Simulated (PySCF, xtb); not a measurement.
C2H2N, SMILES [CH2-]C#N, charge -1.

GFN2-xTB in xtb at its own geometry gives an orbital gap of 3.71 eV.

Geometry optimised at r2SCAN-D4/def2-TZVPD.

What does HF/def2-TZVPD (PySCF) give? (An estimate is asked for; the answer gives what the named calculation found.)

gap 7.97 eV (levels -1.97 and 6.01 eV).
